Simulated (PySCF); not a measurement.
difluoro(1-fluoroethenyl)borane (C2H2BF3), SMILES B(F)(F)C(=C)F.

Geometry: B3LYP-D3(BJ)/def2-SVP. Other conformers were not sampled.

Two levels are set side by side: TDDFT-PBE/def2-SVPD (PySCF) and TDDFT-M06-2X/def2-SVPD (PySCF). Vertical, same geometry. The lowest singlet is HOMO→LUMO 95 % with PBE and HOMO→LUMO 99 % with the other functional; states are paired by order. Differences are taken from unrounded values.

```
quantity                               TDDFT-M06-2X
-------------------------------------  ------------
lowest singlet excitation (eV)                 6.43
lowest triplet excitation (TDA) (eV)           4.01
first bright state (f over 0.05) (eV)          6.43
its oscillator strength                        0.30
```

Q: What does TDDFT-PBE give, and how far is it from TDDFT-M06-2X? (Estimate from the structure and the level; the computed values follow.)

A: 
```
quantity                               TDDFT-PBE  TDDFT-PBE minus TDDFT-M06-2X
-------------------------------------  ---------  ----------------------------
lowest singlet excitation (eV)              5.77                         -0.66
lowest triplet excitation (TDA) (eV)        3.64                         -0.37
first bright state (f over 0.05) (eV)       5.77                         -0.66
its oscillator strength                     0.21                         -0.09
```

Functionals without exact exchange tend to place singlet excitations lower, as here. Differences between two approximate levels are no errors against the true value.

Rough cost on one machine, each run with all the roots and properties that it gave: TDDFT-M06-2X against TDDFT-PBE about 10 times.
